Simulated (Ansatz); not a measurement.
Mulliken charges of `[CH3][SnH][I]` radical from r2SCAN/def2-TZVPP in Ansatz (PBE0-D4/def2-TZVP geometry).

```tsv
atom	x (Å)	y (Å)	z (Å)	charge (e)
C1	-0.749	0.678	-0.114	-0.458
Sn2	1.216	-0.128	0.260	0.542
I3	0.828	-2.461	1.575	-0.302
H4	-0.661	1.615	-0.664	0.105
H5	-1.259	0.846	0.833	0.110
H6	-1.300	-0.053	-0.708	0.118
H7	1.987	-0.565	-1.227	-0.116
```

Question: By hand: the dipole of these point charges (1 e Å = 4.8032 D).

Answer: Σ q r = (0.160, 0.685, -0.202) e Å, of length 0.732 e Å = 3.52 D.

Question: How does the dipole of the full density compare? (Estimate.)

Answer: The calculation gave: (-0.103, 0.478, -0.209) e Å, 2.55 D; the point charges give 1.38 times that, at 25° from its direction.

Point charges leave out the atoms' own dipoles, such as those of lone pairs, and Mulliken's split depends on the basis, so the two needn't agree.
